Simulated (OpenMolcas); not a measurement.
W3+.

```json
{
 "Program": "OpenMolcas",
 "Basis": "ANO-RCC-VQZP [9s8p6d4f3g2h]",
 "Scalar Hamiltonian": "DKH2, point nucleus",
 "Active space": "9 electrons in 8 orbitals (RAS1 5p, at most 2 holes; RAS2 5d)",
 "State averaging": "2S+1 = 4 even, 10 roots; 2S+1 = 2 even, 40 roots",
 "Spin-orbit coupling": "state interaction with AMFI integrals over the reference wave functions, term energies averaged over their components"
}
```

Two sets of levels on these reference wave functions, in cm-1 above 5d3 4F 3/2: one from RASSCF and one from MS-RASPT2, IPEA 0.25 Eh, imaginary shift 0.1 Eh (closed shells correlated: 5s).

| Level | Set 1 | Set 2 |
| --- | --- | --- |
| 5d3 4F 3/2 | 0.0 | 0.0 |
| 5d3 4F 5/2 | 3940 | 3660 |
| 5d3 4F 7/2 | 7340 | 7200 |
| 5d3 4F 9/2 [69 %] | 9900 | 10220 |
| 5d3 2G 7/2 | 16150 | 18380 |
| 5d3 2H 9/2 [52 %] | 17080 | 19300 |
| 5d3 4P 5/2 | 18300 | 19400 |
| 5d3 2H 11/2 | 23290 | 26360 |
| 5d3 2D 5/2(1) | 24840 | 27210 |
| 5d3 2G 9/2 [50 %] | 25620 | 28140 |
| 5d3 2F 7/2 | 30430 | 35060 |
| 5d3 2F 5/2 | 30370 | 35070 |
| 5d3 2D 5/2(2) | 46050 | 51010 |
| 5d3 2D 3/2(2) | 46210 | 51330 |

Question: Which set is which?

Answer: Set 1 is MS-RASPT2. Its levels of the other terms of 5d3 lie at 0.87 to 0.94 of the other set's values, as expected, since terms of lower spin or lower L gain more correlation energy than the Hund ground term. Against 10 measured levels (the list in J. Phys. B 45, 035001 (2012)) the mean absolute deviation is 1400 cm-1 with it and 3700 cm-1 without; single levels miss by up to 2800 cm-1 with it.

Term energies are means over components that CASPT2 splits; among the terms shown or strongly mixed into the levels shown the widest spread is 780 cm-1 (5d3 4F, MS-RASPT2). Over all roots computed the reference weight is 0.91 to 0.96 in MS-RASPT2; the roots of lowest weight are the least certain, and an intruder state may touch them. Active for correlation alone: 5p; no level in the range computed is led by a configuration that opens it, so any true level of that kind is missing. Without dynamic correlation excited terms often stand tens of per cent too high (terms of higher spin than the ground term too low), and those without a measured partner can miss by more than the paired ones (holds for RASSCF). Some levels mix across a computed gap that differs much from the measured one, so their mixing is not that of the real levels (holds for RASSCF). The CASPT2 spread within a term exceeds the gap to the next term for 5d3 4P and 5d3 2G, 5d3 2H and 5d3 2D(1), so the order of their levels is uncertain (holds for MS-RASPT2). Computed and measured levels are paired by configuration, term and J; levels that our copy of the source lacks, or whose pairing is in doubt (as where it misses far off the trend of its configuration), stay unpaired and out of the deviations. Levels of configurations outside the active space are missing. The table leaves out levels that lie high or whose names do not pair safely across all columns.

A share in square brackets marks a mixed level and gives the weight of the term that names it, the lowest over the columns. A number in round brackets counts repeated terms of one configuration in the order of the reference energies.
